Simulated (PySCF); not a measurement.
# Telling isomers of C$_{5}$H$_{14}$P$_{2}$ apart by NMR

Rapidly exchanging positions averaged, single conformer, no solvent model, non-relativistic Hamiltonian. GIAO PBE0/pcSseg-1 shieldings; geometry: GFN2-xTB; PySCF 2.14.

δ = σ(ref) − σ, references computed at the same level: ¹H (σref 31.72), ¹³C (σref 186.93) vs TMS. Splittings of carbon signals by F and P are missing where no couplings were computed. Where no couplings were computed, multiplicities follow the n + 1 count of equivalent neighbours, and m marks all less simple cases (inequivalent or close neighbours, rings, F or P nearby). Shifts are as computed. Against solution values, carbons near 30 ppm lie about +3 ppm off and those near 130 ppm about +5 ppm. Of 1211 compounds with measured shifts, 218 miss one by over three times the rms of a fit or turn the order of signals round; such compounds aren't used in these exercises.

(1) Tabulate the signals of `CCP(CC)CP`, `CP(C)CP(C)C` and their relative energies.

(2) What is the quickest way to tell CCP(CC)CP from CP(C)CP(C)C?

Results:

(1) 
| SMILES | carbon types | δC | δH | E rel. (kcal/mol) |
| --- | --- | --- | --- | --- |
| CCP(CC)CP | 3×CH2 2×CH3 | 29.4, 16.1, 12.9 | 2.68 (m, 2H), 1.33 (m, 4H), 1.21 (m, 6H), 0.96 (m, 2H) | 10.6 |
| CP(C)CP(C)C | 1×CH2 4×CH3 | 44.0, 20.2 | 1.15 (m, 2H), 1.09 (m, 12H) | 0.0 |

Energies are electronic energies at PBE0/pcSseg-1 on these geometries, without zero-point or thermal terms, each for the one conformer computed, which needn't be the lowest.

(2) Count the carbon signals: 3 against 2. The first has an sp3 CH2 bonded to 2 P at 16.1 ppm, the second an sp3 CH2 bonded to 2 P at 44.0 ppm. Their most deshielded carbons lie at 29.4 and 44.0 ppm. In the proton spectra the most deshielded non-exchanging signals are 2.68 (m, 2H) and 1.15 (m, 2H).
